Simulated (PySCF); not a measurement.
C₃H₂O, SMILES C=C=C=O.

Geometry optimised at r2SCAN-D4/def2-SVP.

The numbers are results of PySCF with PBE0/def2-TZVPD, not measurements.

**Question.** Estimate the frontier levels, gap, dipole moment and polarisability. (Estimate from the structure and the level; the computed values follow.)

**Answer.** 
```
Property                                                                                                        Value
---------------------------------------------------------------------------------------------  ----------------------
highest occupied level                                                                                       -6.88 eV
lowest empty level                                                                                           -2.85 eV
orbital gap                                                                                                   4.04 eV
dipole moment                                                                                                  2.60 D
quadrupole, principal values (traceless, Buckingham form, about the centre of nuclear charge)  -1.05, -0.67, 1.72 D·Å
mean static polarisability                                                                       43.6 bohr³ (6.45 Å³)
polarisability, principal values                                                               25.8, 30.7, 74.1 bohr³
```
